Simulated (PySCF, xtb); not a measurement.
BHClBr, SMILES ClBBr.

GFN2-xTB run with xtb at its own geometry gives an orbital gap of 3.93 eV and a dipole moment of 3.46 D.

Geometry optimised at PBE-D3(BJ)/def2-TZVP.

Task: What does r2SCAN/def2-TZVPD run with PySCF give? (An estimate is asked for; the answer gives what the named calculation found.)

Result: gap 5.08 eV (levels -7.69 and -2.61 eV), dipole 0.42 D.
